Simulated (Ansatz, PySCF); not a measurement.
BH₂, SMILES [BH2], multiplicity 2. Atoms are numbered in the order given.

```xyz
3

B      0.0000     0.0000     0.1466
H      0.0000    -1.0783    -0.3619
H      0.0000     1.0783    -0.3619
```
Charge 0, spin multiplicity 2.

The structure is a stationary point at ωB97X-D3(BJ)/def2-TZVPD. The isomer is the one that the SMILES or the coordinates give; other isomers of the formula were not compared.

Two levels are set side by side: PBE-D3(BJ)/def2-TZVPD (Ansatz, an electronic-structure program) and ωB97X-D3(BJ)/def2-TZVPD (PySCF). Each level has its own optimised geometry; the coordinates shown are those of the second. Frequencies come from the Hessian of PySCF at each geometry. Differences are taken from unrounded values.

```csv
quantity,ωB97X-D3(BJ),PBE-D3(BJ),PBE-D3(BJ) minus ωB97X-D3(BJ)
mean bond length (Å),1.192,1.198,0.006
bond B1–H2 (Å),1.192,1.198,0.006
bond B1–H3 (Å),1.192,1.198,0.006
highest harmonic wavenumber (cm⁻¹),2758,2695,-63
mean harmonic wavenumber (cm⁻¹),2115,2054,-61
zero-point energy (kcal/mol),9.07,8.81,-0.26
```

GGA bonds tend to be longer and softer than those of functionals with exact exchange. Differences between two approximate levels are no errors against the true value.
